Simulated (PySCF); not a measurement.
Isomers of C6H6F4, mass 154.041 u with the commonest isotopes. Theory: PBE0/def2-SVPD in PySCF (dipole) on a GFN2-xTB geometry, gas phase. One conformer each, none proved a minimum here; rigid rotors.

Question: Order these by out-of-plane moment Σ m c² = (Ia + Ib − Ic)/2, largest first.
A. `[CH2:1]=[C:2]([CH3:3])/[C:4]([F:5])=[CH:6]/[C:7]([F:8])([F:9])[F:10]` with C1–C2–C4–F5 1°
B. `[F:1][C@H:2]1[CH:3]=[C:4]([CH2:5][C:6]([F:7])([F:8])[F:9])[CH2:10]1` with C3–C4–C5–C6 -103°
C. `[CH2:1]=[CH:2][CH2:3]/[C:4](=[CH:5]/[F:6])[C:7]([F:8])([F:9])[F:10]` with C1–C2–C3–C4 -116°, C2–C3–C4–C5 10°
D. `[CH3:1][C:2]#[C:3][CH2:4][C@H:5]([F:6])[C:7]([F:8])([F:9])[F:10]` with C3–C4–C5–F6 -171°

Answer: B (57.96 u·Å²), D (55.98 u·Å²), C (53.84 u·Å²), A (45.55 u·Å²).

Question: Order these by rotational constant B, largest first.
A. `[CH2:1]=[CH:2][CH2:3]/[C:4](=[CH:5]/[F:6])[C:7]([F:8])([F:9])[F:10]` with C1–C2–C3–C4 -116°, C2–C3–C4–C5 10°
B. `[CH2:1]=[C:2]([CH3:3])/[C:4]([F:5])=[CH:6]/[C:7]([F:8])([F:9])[F:10]` with C1–C2–C4–F5 1°
C. `[CH3:1][C:2]#[C:3][CH2:4][C@H:5]([F:6])[C:7]([F:8])([F:9])[F:10]` with C3–C4–C5–F6 -171°
D. `[F:1][C@H:2]1[CH:3]=[C:4]([CH2:5][C:6]([F:7])([F:8])[F:9])[CH2:10]1` with C3–C4–C5–C6 -103°

Answer: A (916.4 MHz), C (802.7 MHz), B (763.9 MHz), D (635.5 MHz).

Question: Order these by radius of gyration √(Σ m r²/M), smallest first.
A. `[CH3:1][C:2]#[C:3][CH2:4][C@H:5]([F:6])[C:7]([F:8])([F:9])[F:10]` with C3–C4–C5–F6 -171°
B. `[CH2:1]=[CH:2][CH2:3]/[C:4](=[CH:5]/[F:6])[C:7]([F:8])([F:9])[F:10]` with C1–C2–C3–C4 -116°, C2–C3–C4–C5 10°
C. `[F:1][C@H:2]1[CH:3]=[C:4]([CH2:5][C:6]([F:7])([F:8])[F:9])[CH2:10]1` with C3–C4–C5–C6 -103°

Answer: B (2.236 Å), A (2.288 Å), C (2.387 Å).

```json
{"SMILES": "C=CC/C(=C/F)C(F)(F)F", "point group": "C1", "Ia (u·Å²)": "272.56", "Ib (u·Å²)": "551.51", "Ic (u·Å²)": "716.38", "κ": "-0.63", "μa (D)": "3.27", "μb (D)": "0.08", "μc (D)": "0.20"}
{"SMILES": "CC#CC[C@H](F)C(F)(F)F", "point group": "C1", "Ia (u·Å²)": "232.86", "Ib (u·Å²)": "629.63", "Ic (u·Å²)": "750.53", "κ": "-0.83", "μa (D)": "2.72", "μb (D)": "0.76", "μc (D)": "0.54"}
{"SMILES": "C=C(C)/C(F)=C/C(F)(F)F", "point group": "Cs", "Ia (u·Å²)": "193.26", "Ib (u·Å²)": "661.61", "Ic (u·Å²)": "763.78", "κ": "-0.90", "μa (D)": "3.75", "μb (D)": "1.81", "μc (D)": "0.00"}
{"SMILES": "F[C@H]1C=C(CC(F)(F)F)C1", "point group": "C1", "Ia (u·Å²)": "140.77", "Ib (u·Å²)": "795.22", "Ic (u·Å²)": "820.07", "κ": "-0.99", "μa (D)": "0.23", "μb (D)": "0.47", "μc (D)": "0.88"}
```
